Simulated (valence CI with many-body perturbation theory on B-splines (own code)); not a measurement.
Values are calculated unless marked as measured or tabulated.
## From CI to CI+MBPT in Tm55+

Level of theory: relativistic CI+MBPT: four valence electrons over a frozen Dirac-Fock core [Ne], radial functions for each j: 11 s, 11 p, 9 d, 7 f, 5 g, 2 h, 1 i, with the one-electron correlation potential Σ1, the two-electron term Σ2, the three-electron term Σ3, Breit, model QED; selected CI, second order for the rest (own B-spline code, finite nucleus).

No measured spectrum was set against this ion. As an estimate, large intervals hold to a few tenths of a per cent, small ones and those within an open d or f shell to about a per cent.

Each rung adds one term. CI alone is the Dirac-Coulomb CI over the frozen core; QED comes last and gives the full result, which names the levels. Energies are above (3s^2 3p1/2^2) J=0 on the same rung, in × 10³ cm⁻¹.

Levels are named by their leading jj configuration (3d3/2^4 stands for four electrons in 3d with j = 3/2), which in mixed levels can hold well under half, so a name can repeat and another be missing. Letters in brackets count levels of one name in rising energy.

```csv
Level,CI alone,+ Σ1,+ Σ2,+ Σ3,+ Breit,Full
(3s^2 3p1/2 3p3/2) J=1,2013.6,2014.9,2015.9,2016.0,1989.7,1992.4
(3s^2 3p1/2 3p3/2) J=2,2086.9,2088.1,2088.8,2088.9,2059.3,2062.0
(3s 3p1/2^2 3p3/2) J=2,3236.2,3235.3,3235.9,3236.5,3231.6,3206.6
(3s 3p1/2^2 3p3/2) J=1,3446.6,3445.8,3444.4,3444.8,3437.9,3415.9
(3s^2 3p1/2 3d3/2) J=2,3658.3,3657.7,3656.7,3656.4,3620.6,3618.1
(3s^2 3p1/2 3d3/2) J=1,3975.1,3974.4,3968.4,3967.2,3939.0,3932.8
(3s^2 3p3/2^2) J=2,4150.4,4152.9,4154.7,4154.8,4101.1,4106.2
(3s^2 3p1/2 3d5/2) J=2,4279.6,4280.0,4276.9,4276.2,4230.7,4228.7
(3s^2 3p1/2 3d5/2) J=3,4290.6,4291.1,4288.9,4288.1,4236.9,4235.7
(3s^2 3p3/2^2) J=0,4298.8,4301.3,4302.6,4302.4,4252.2,4257.3
(3s 3p1/2^2 3d3/2) J=1,4904.6,4901.9,4900.1,4899.9,4892.5,4861.8
(3s 3p1/2^2 3d3/2) J=2,4960.2,4957.4,4955.3,4955.0,4945.2,4914.5
(3s 3p1/2 3p3/2^2) J=2 [a],5197.2,5197.6,5199.3,5199.9,5170.3,5148.3
(3s 3p1/2 3p3/2^2) J=3,5334.2,5334.7,5335.9,5336.4,5300.3,5278.7
(3s 3p1/2 3p3/2^2) J=0,5414.2,5414.6,5416.1,5416.6,5387.4,5367.2
(3s 3p1/2^2 3d5/2) J=3,5496.7,5495.0,5491.7,5491.3,5466.4,5437.0
(3s 3p1/2 3p3/2^2) J=1 [a],5524.8,5525.2,5524.9,5525.2,5492.1,5472.4
(3s 3p1/2 3p3/2^2) J=2 [b],5533.7,5534.1,5533.4,5533.7,5495.2,5478.0
(3s 3p1/2^2 3d5/2) J=2,5598.3,5596.7,5593.0,5592.2,5569.7,5539.9
```

**Question.** How does the ionisation energy move along the ladder, and which term matters most?

**Answer.** CI alone 5536.5, + Σ1 5537.6, + Σ2 5537.7, + Σ3 5537.5, + Breit 5529.7, + QED 5529.6 eV. The largest step is Breit, -7.8 eV. NIST lists 5527 ± 5 eV (theoretical).
